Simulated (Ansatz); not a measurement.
Gas-phase electronic energies from Ansatz, PBE0-D4/def2-TZVP geometries. CCSD(T)/CBS adds triple-zeta CCSD(T) − MP2 to the extrapolated MP2 energy (def2 sets, frozen cores). This one scheme is used for every species. Functionals use def2-TZVPP. Triplets are unrestricted, without spin–orbit coupling. def2 core potentials past Kr. For Sn outer-core shells are correlated without core-valence functions, which leaves a few kJ/mol of doubt a bond.

Reaction (formal loss of a carbene): `C[C]1=[C](F)[SnH2]1` → `F[C]1=[CH][SnH2]1` + `[CH2]` (triplet)

| level | ΔE (kJ/mol) | difference from CCSD(T)/CBS |
| --- | --- | --- |
| ωB97M-V | 452.5 | 0.7 |
| B2PLYP | 443.7 | -8.1 |
| r2SCAN | 429.3 | -22.5 |
| PBE0 | 446.4 | -5.4 |
| MP2/def2-TZVPP | 456.6 | 4.8 |
| SCS-MP2/def2-TZVPP | 455.8 | 4.0 |
| CCSD/def2-TZVPP | 428.7 | -23.1 |
| HF/def2-QZVPP | 302.7 | -149.1 |
| MP2/def2-QZVPP | 463.1 | 11.3 |
| HF/CBS(def2) | 302.7 | -149.1 |
| CCSD(T)/CBS | 451.8 | 0 |

Largest T1 diagnostic among the species: 0.016.

In def2-TZVPP, CCSD(T) changes the Hartree–Fock value by +137.6 kJ/mol (the triples alone add +11.8 kJ/mol) and MP2 by +153.8 kJ/mol. The D4 term adds +10.1 kJ/mol with B3LYP and +5.6 kJ/mol with PBE0; it sums over pairs of atoms, weighted by their polarisabilities, and B3LYP, whose exchange is more repulsive, gets the larger term. From PBE to PBE0 (25 % exact exchange), in def2-TZVPP and without D4, ΔE moves by −8.8 kJ/mol.

B3LYP here is the variant with VWN-RPA as its local correlation; programs differ in this.
